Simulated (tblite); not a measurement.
C4H10SSeSi.
SMILES with atom numbers: `[CH2:1]=[CH:2][CH2:3][Si@@H:4]([SeH:5])[S:6][CH3:7]` (hydrogens: H8, H9 on C1; H10 on C2; H11, H12 on C3; H13 on Si4; H14 on Se5; H15, H16, H17 on C7)

Computed with GFN2-xTB (tblite), gas phase: L-BFGS steps from a force-field or distance-geometry start until the largest atomic force falls under 0.01 eV/Å.

Geometry at step 1:
```
atom  x, y, z in Å
C1      1.9114   -0.7786   -0.6190
C2      1.8582    0.2680    0.1676
C3      0.7977    0.4513    1.2194
Si4    -0.8103    1.1111    0.4276
Se5    -0.3699    3.0836   -0.6078
S6     -1.6087   -0.2886   -1.0011
C7     -2.1068   -1.5211    0.2495
H8      1.1563   -1.5578   -0.5616
H9      2.7057   -0.8947   -1.3462
H10     2.6414    1.0248    0.1159
H11     1.1148    1.1925    1.9549
H12     0.5868   -0.4965    1.7347
H13    -1.7945    1.3304    1.5012
H14     0.5439    2.4010   -1.5965
H15    -2.8097   -1.0625    0.9573
H16    -2.6019   -2.3540   -0.2563
H17    -1.2212   -1.8968    0.7767
```

Problem. Give the atomic forces at this geometry.

Solution. 
```json
{"atom": "C1", "Fx (eV/Å)": "0.016", "Fy (eV/Å)": "-0.651", "Fz (eV/Å)": "-0.504"}
{"atom": "C2", "Fx (eV/Å)": "0.177", "Fy (eV/Å)": "0.461", "Fz (eV/Å)": "0.814"}
{"atom": "C3", "Fx (eV/Å)": "0.150", "Fy (eV/Å)": "-0.005", "Fz (eV/Å)": "-0.090"}
{"atom": "Si4", "Fx (eV/Å)": "-0.246", "Fy (eV/Å)": "-0.035", "Fz (eV/Å)": "0.100"}
{"atom": "Se5", "Fx (eV/Å)": "0.589", "Fy (eV/Å)": "-0.332", "Fz (eV/Å)": "-0.694"}
{"atom": "S6", "Fx (eV/Å)": "-0.102", "Fy (eV/Å)": "-0.099", "Fz (eV/Å)": "0.345"}
{"atom": "C7", "Fx (eV/Å)": "-0.104", "Fy (eV/Å)": "-0.221", "Fz (eV/Å)": "0.219"}
{"atom": "H8", "Fx (eV/Å)": "0.291", "Fy (eV/Å)": "0.125", "Fz (eV/Å)": "-0.129"}
{"atom": "H9", "Fx (eV/Å)": "-0.257", "Fy (eV/Å)": "-0.078", "Fz (eV/Å)": "0.090"}
{"atom": "H10", "Fx (eV/Å)": "-0.335", "Fy (eV/Å)": "-0.055", "Fz (eV/Å)": "0.010"}
{"atom": "H11", "Fx (eV/Å)": "0.065", "Fy (eV/Å)": "-0.197", "Fz (eV/Å)": "0.023"}
{"atom": "H12", "Fx (eV/Å)": "0.159", "Fy (eV/Å)": "0.284", "Fz (eV/Å)": "-0.133"}
{"atom": "H13", "Fx (eV/Å)": "0.034", "Fy (eV/Å)": "0.063", "Fz (eV/Å)": "-0.215"}
{"atom": "H14", "Fx (eV/Å)": "-0.557", "Fy (eV/Å)": "0.506", "Fz (eV/Å)": "0.578"}
{"atom": "H15", "Fx (eV/Å)": "0.283", "Fy (eV/Å)": "-0.169", "Fz (eV/Å)": "-0.249"}
{"atom": "H16", "Fx (eV/Å)": "0.143", "Fy (eV/Å)": "0.256", "Fz (eV/Å)": "0.005"}
{"atom": "H17", "Fx (eV/Å)": "-0.305", "Fy (eV/Å)": "0.146", "Fz (eV/Å)": "-0.172"}
```

The largest, 0.97 eV/Å, acts on Se5 (C2, H14 within 3 % of it); the rms over all components is 0.304 eV/Å. The forces sum to zero within rounding, as they must for an isolated molecule in no field.

Problem. Give the force on Se5 in Eh/bohr and in nN.

Solution. 0.969 eV/Å ÷ 51.422 = 0.01884 Eh/bohr, and 0.969 eV/Å × 1.602 = 1.55 nN.

Problem. How far is this geometry from the end of the optimisation?

Solution. 0.180 eV above it, and 0.757 Å rms away after alignment. The bonds farthest from their final lengths, with half the difference of the two atoms' forces along the bond (positive lengthens):

| bond | now (Å) | final (Å) | force along bond (eV/Å) |
| --- | --- | --- | --- |
| Se5–H14 | 1.509 | 1.430 | -0.95 |
| Si4–Se5 | 2.271 | 2.285 | +0.13 |
| C2–C3 | 1.505 | 1.492 | -0.33 |
| C7–H15 | 1.098 | 1.085 | -0.26 |
| C7–H17 | 1.097 | 1.085 | -0.24 |
| C1=C2 | 1.310 | 1.320 | +0.84 |

The angle farthest from its final value is Si4–S6–C7, 94.9° against 99.7°.

Of the 6 listed bonds off by 0.010 Å or more, this force points towards the final length in 6.

The cost below is that of the whole relaxation. Time: 3.0 s. Hardware: one thread, Arm Neoverse N1 (aarch64), shared host.
